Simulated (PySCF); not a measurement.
# Spin-rotation constants: `C#CCc1ccc(NC)o1`, C$_{8}$H$_{9}$NO

Cartesian coordinates in Å; atom numbers follow the order of the lines, from 1:
```xyz
19

C     3.616    0.043   -2.028
C     3.094   -0.435   -1.064
C     2.431   -0.996    0.102
C     1.119   -0.322    0.344
C     0.787    0.856    0.933
C    -0.626    0.976    0.849
C    -1.055   -0.149    0.204
N    -2.316   -0.624   -0.091
C    -3.389    0.335   -0.222
O    -0.010   -0.942   -0.114
H     4.084    0.456   -2.870
H     2.258   -2.062   -0.064
H     3.080   -0.871    0.973
H     1.460    1.560    1.379
H    -1.223    1.781    1.220
H    -2.296   -1.330   -0.816
H    -3.479    0.886    0.712
H    -4.317   -0.205   -0.401
H    -3.229    1.053   -1.037
```

Method used: PySCF 2.14.0, GIAO B97-D/MINI magnetisability, rotational g tensor and spin-rotation constants, non-relativistic, gas phase. Geometry: GFN2-xTB.

Give the nuclear spin-rotation constants along the inertial axes (H = +C I·J) beside the isotropic shieldings.

Rotational constants 3.4998, 0.6767, 0.6470 GHz. A star marks the isotopologue with that one atom substituted, in its own axes.
```tsv
atom	isotope	Caa (kHz)	Cbb (kHz)	Ccc (kHz)	mean (kHz)	σ (ppm)
N8	14N	0.155	0.016	0.026	0.066	238.6
H11	1H	-0.317	-0.081	-0.033	-0.143	27.9
H12	1H	-0.438	-0.037	-0.031	-0.169	27.3
H13	1H	-0.339	-0.018	-0.067	-0.141	27.3
H14	1H	-0.256	0.009	-0.073	-0.107	24.4
H15	1H	-0.141	-0.038	-0.060	-0.080	25.5
H16	1H	-0.439	0.006	-0.082	-0.172	27.3
H17	1H	-0.407	0.012	-0.086	-0.160	27.8
H18	1H	-0.141	-0.051	-0.079	-0.090	27.9
H19	1H	-0.424	-0.081	0.004	-0.167	28.1
C1	13C*	0.504	0.113	0.072	0.230	162.4
C2	13C*	0.507	0.119	0.049	0.225	168.6
C3	13C*	0.352	0.064	0.056	0.157	193.4
C4	13C*	1.012	0.136	0.098	0.416	114.8
C5	13C*	0.911	0.159	0.070	0.380	123.5
C6	13C*	0.770	0.128	0.065	0.321	144.5
C7	13C*	1.028	0.170	0.110	0.436	98.4
C9	13C*	0.357	0.094	0.071	0.174	178.0
O10	17O*	-1.292	-0.141	-0.065	-0.499	116.2
```
For the geometry as given, no vibrational averaging.
